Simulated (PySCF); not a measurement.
Electron correlation in Pb²⁺ (lead, charge +2)

[Xe] 4f14 5d10 6s2, closed-shell 1S. Computed with PySCF 2.14 in ANO-RCC-VTZP (8s7p5d3f2g, 93 functions), with the spin-free X2C one-electron Hamiltonian (Gaussian nucleus). Frozen: [Xe] 4f14 5d10; 2 electrons correlated.

With two correlated electrons CCSD is exact within the correlated space (frozen core and kept virtual orbitals).

```
level  correlation energy (mhartree)
 CCSD                         -26.37
```

Diagnostics: T1 = 0.0016, D1 = 0.0023, largest double amplitude 0.077.

Cost of the coupled-cluster step: about 0.5 core-seconds, for 2 correlated electrons.
